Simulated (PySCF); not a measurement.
Method: PBE0 in PySCF with Sn def2-TZVP with ECP28, H def2-TZVP, Cl def2-TZVP; scalar-relativistic core potentials, no spin–orbit coupling; density-fitted integrals. Open shells, if any, are unrestricted.

Problem. What shape and geometry does isolated singlet SnHCl take (every ligand bound to Sn)?

Solution. Counting electrons, tin keeps 2 of its valence electrons outside its bonds, so the VSEPR class is AX2E1 and the expected shape is bent; with unlike ligands the computed point group is Cs. The lowest minimum found is a singlet of Cs symmetry with Sn–Cl 2.370 Å, Sn–H 1.779 Å; Cl–Sn–H 93.3°. Its harmonic wavenumbers are 349 (a'), 596 (a'), 1718 (a') cm⁻¹ and its dipole moment is 2.72 D.

Other isomers or separated fragments may lie lower.
